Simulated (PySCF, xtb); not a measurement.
B(Br)(vinyl)(OH) (C2H4BBrO), SMILES C=CB(O)Br.

GFN2-xTB (xtb) at its own geometry gives an orbital gap of 3.71 eV and a dipole moment of 3.95 D.

Coordinates come from a B3LYP-D3(BJ)/def2-SVP optimisation. This is a generated structure with no PubChem entry under its InChIKey; it may be hypothetical. Other conformers were not sampled.

What does PySCF with CAM-B3LYP/def2-TZVP give? (Estimate from the structure and the level; the computed values follow.)

gap 9.07 eV (levels -9.46 and -0.39 eV), dipole 1.11 D.
